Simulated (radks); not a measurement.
Results of a calculation; reference values are marked as such.
Spherical quantum dot in the effective-mass picture: electrons in a parabolic well V = omega^2 r^2 / 2 with omega = 0.156, with a point charge +1 (a donor) at the centre, all in effective atomic units (hartree* = m*/eps^2 hartree, bohr* = eps/m* bohr), one dielectric constant everywhere. Level of theory: non-relativistic Kohn-Sham, LDA (Slater exchange, Perdew-Wang correlation), spin-polarised, spherical densities (a radial shooting solver with Libxc functionals). Levels are named by radial order and angular momentum (1s, 1p, 1d, 2s, ...), and open shells are averaged over m. Each electron was tried in the lowest free levels, single moves between levels near the top were tried too, and the lowest total energy was kept; such a search can miss a lower state. At N = 1 the Hartree and exchange-correlation terms need not cancel, so that row can carry a self-interaction error.

| N | open shells | 2S | E (hartree*) | mu = E(N) - E(N-1) (hartree*) | addition energy mu(N+1) - mu(N) (hartree*) | e(HOMO) (hartree*) | rms radius (bohr*) |
|---|---|---|---|---|---|---|---|
| 1 | 1s(up 1, down 0) | 1 | -0.442350 | -0.44235 | 0.5222 | -0.21459 | 1.648 |
| 2 | none | 0 | -0.362482 | 0.079868 | 0.5195 | 0.23758 | 2.161 |
| 3 | 1p(up 1, down 0) | 1 | 0.236890 | 0.59937 | 0.1731 | 0.68536 | 3.114 |
| 4 | 1p(up 2, down 0) | 2 | 1.00936 | 0.77247 | 0.1704 | 0.85879 | 3.647 |
| 5 | 1p(up 3, down 0) | 3 | 1.95226 | 0.94290 | 0.1940 | 1.0258 | 4.041 |
| 6 | 1p(up 3, down 0) 2s(up 1, down 0) | 4 | 3.08915 | 1.1369 | 0.1567 | 1.2124 | 4.426 |
| 7 | 1p(up 3, down 2) | 1 | 4.38273 | 1.2936 | 0.1382 | 1.3605 | 4.675 |
| 8 | none | 0 | 5.81450 | 1.4318 | 0.1530 | 1.5024 | 4.928 |
| 9 | 2s(up 1, down 0) | 1 | 7.39925 | 1.5847 | 0.1524 | 1.6515 | 5.182 |
| 10 | none | 0 | 9.13635 | 1.7371 | 0.1728 | 1.8050 | 5.414 |
| 11 | 1d(up 1, down 0) | 1 | 11.0463 | 1.9099 | 0.1220 | 1.9712 | 5.632 |
| 12 | 1d(up 2, down 0) | 2 | 13.0781 | 2.0319 | 0.1199 | 2.0922 | 5.830 |
| 13 | 1d(up 3, down 0) | 3 | 15.2299 | 2.1518 | 0.1178 | 2.2110 | 6.012 |
| 14 | 1d(up 4, down 0) | 4 | 17.4995 | 2.2696 | 0.1158 | 2.3278 | 6.181 |
| 15 | 1d(up 5, down 0) | 5 | 19.8848 | 2.3854 | 0.1356 | 2.4426 | 6.340 |
| 16 | 1d(up 5, down 1) | 4 | 22.4058 | 2.5210 | 0.1094 | 2.5759 | 6.494 |
| 17 | 1d(up 5, down 2) | 3 | 25.0363 | 2.6304 | 0.1081 | 2.6847 | 6.640 |
| 18 | 1d(up 5, down 3) | 2 | 27.7748 | 2.7386 | 0.1067 | 2.7922 | 6.779 |
| 19 | 1d(up 5, down 4) | 1 | 30.6202 | 2.8453 | 0.1054 | 2.8982 | 6.911 |
| 20 | none | 0 | 33.5708 | 2.9507 | 0.1621 | 3.0029 | 7.038 |
| 21 | 1f(up 1, down 0) | 1 | 36.6837 | 3.1128 | 0.09984 | 3.1629 | 7.170 |
| 22 | 1f(up 2, down 0) | 2 | 39.8963 | 3.2127 | 0.09880 | 3.2622 | 7.296 |
| 23 | 1f(up 3, down 0) | 3 | 43.2078 | 3.3115 | 0.09777 | 3.3605 | 7.417 |
| 24 | 1f(up 4, down 0) | 4 | 46.6170 | 3.4092 | 0.09676 | 3.4578 | 7.533 |
| 25 | 1f(up 5, down 0) | 5 | 50.1230 | 3.5060 | 0.09577 | 3.5540 | 7.646 |
| 26 | 1f(up 6, down 0) | 6 | 53.7247 | 3.6018 | 0.09480 | 3.6493 | 7.754 |
| 27 | 1f(up 7, down 0) | 7 | 57.4213 | 3.6966 | 0.1120 | 3.7436 | 7.859 |
| 28 | 1f(up 7, down 1) | 6 | 61.2298 | 3.8085 | 0.09172 | 3.8545 | 7.962 |
| 29 | 1f(up 7, down 2) | 5 | 65.1301 | 3.9002 | 0.09098 | 3.9459 | 8.062 |
| 30 | 1f(up 7, down 3) | 4 | 69.1213 | 3.9912 | 0.09024 | 4.0365 | 8.159 |
| 31 | 1f(up 7, down 4) | 3 | 73.2028 | 4.0815 | 0.08950 | 4.1263 | 8.253 |
| 32 | 1f(up 7, down 5) | 2 | 77.3737 | 4.1710 | - | 4.2155 | 8.345 |

All shells are closed at N = 2, 8, 10, 20 (there: 1s2 1p6 1d10 2s2); the second difference of the energy has clear peaks (12 % above both neighbours; the first and last values, which can be the largest, are not judged, and half-filled shells can peak too) at N = 5, 10, 15, 20, 27.
